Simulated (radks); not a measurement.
Numerical settings for neutral vanadium, [Ar] 3d3 4s2. Method: Dirac Kohn-Sham, PBE, spin-unpolarised, spherical densities, finite nucleus; open shells are shared between the two j in proportion to 2j + 1; Fermi nuclear charge, rms radius 3.6002 fm; computed with a radial shooting solver on a logarithmic mesh with Libxc functionals. The defaults (mesh step 0.008 in ln r, mesh end at 40 bohr or more with all orbitals vanishing there, Anderson mixing 0.5 over 9 steps, residual threshold near 1e-9 with the energy settled to 1e-9 hartree or 1e-11 of itself, here a cap of 92 iterations) give E = -949.0145 hartree and 4s1/2 at -4.702 eV in 14 iterations. Run on one thread of a shared host, so times are rough (Arm Neoverse V2): 0.08 s of CPU time, 0.08 s wall, 14 iterations on 2381 mesh points. Changes against that run (0 stands for a change within the tolerance of the run):

| setting | iterations | converged | E (mhartree) | e(4s1/2) (meV) | CPU (s) |
|---|---|---|---|---|---|
| mesh step in ln r 0.03 | 14 | yes | +0.000199 | 0 | 0.03 |
| mesh step in ln r 0.02 | 14 | yes | 0 | 0 | 0.04 |
| mesh step in ln r 0.12 | 2 | no | diverged | - | 0 |
| mesh end (bohr) 8 | 14 | yes | +5.99 | +265 | 0.07 |
| mesh end (bohr) 20 | 14 | yes | 0 | 0 | 0.07 |
| residual threshold 0.1 | 7 | yes | +0.00122 | -1.31 | 0.05 |
| residual threshold 1e-16 | 92 | no | 0 | 0 | 0.25 |
| mixing 0.05 | 21 | yes | 0 | 0 | 0.11 |
| linear mixing, mixing 0.5 | 30 | yes | 0 | 0 | 0.13 |
| linear mixing, mixing 0.2 | 88 | yes | 0 | 0 | 0.33 |
| mixing history 2 | 22 | yes | 0 | 0 | 0.1 |
| iteration cap 3 | 3 | no | +1.7 | -87.4 | 0.02 |

Settings that end as converged yet miss the energy by more than 1 mhartree: mesh end (bohr) 8 (+0.00599 hartree). A mesh that ends early acts as a hard wall.
